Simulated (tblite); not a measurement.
O$_{2}$Si, charge -1, doublet, geometry from GFN2-xTB (a state made from the parent by changing its charge; the spin is typed, not shown lowest); GFN1-xTB run with tblite.

tblite was given this input:
```
$ tblite run mol.xyz --method gfn1 --charge -1 --spin 1 --etemp 2000 --json tblite.json --no-restart

# file mol.xyz
3

O      1.42427737    -0.24577043     0.00533465
Si    -0.01222762     0.33847329     0.01337146
O     -1.40287903    -0.34655783    -0.02873470
```

The log (banner, timings and long lists left out):

```
xTB calculator
 | screened Coulomb repulsion
 | Coulomb electrostatics
 |  * isotropic Klopman-Ohno-Mataga-Nishimoto electrostatics
 |  * onsite third-order electrostatics
 | DFT-D3(BJ) dispersion correction

halogen bonding energy    0.0000000000000E+00 Eh
repulsion energy          5.9161917148389E-02 Eh
dispersion energy        -5.2133841005137E-04 Eh
number of electrons       1.7000000000000E+01 e
integral cutoff           2.8146159136829E+01 bohr

------------------------------------------------------------
  cycle        total energy    energy error   density error
------------------------------------------------------------
      1     -11.45104665361  -1.1509687E+01   8.2009649E-01
      2     -11.55605889651  -1.0501224E-01   3.9969975E-01
      3     -11.55650755823  -4.4866172E-04   1.3471015E-01
      4     -11.55645518874   5.2369496E-05   2.4181333E-02
      5     -11.55611029641   3.4489233E-04   3.1281759E-02
      6     -11.55682047552  -7.1017911E-04   8.7211453E-03
      7     -11.55688031374  -5.9838222E-05   1.0086147E-04
      8     -11.55688024933   6.4413374E-08   3.0852150E-04
      9     -11.55688032267  -7.3335887E-08   5.6637586E-06
------------------------------------------------------------

electronic energy        -1.1615520901404E+01 Eh
total energy             -1.1556880322666E+01 Eh

Post processing:
 | Mayer-Wiberg bond orders

[Info] JSON dump of results written to 'tblite.json'
```
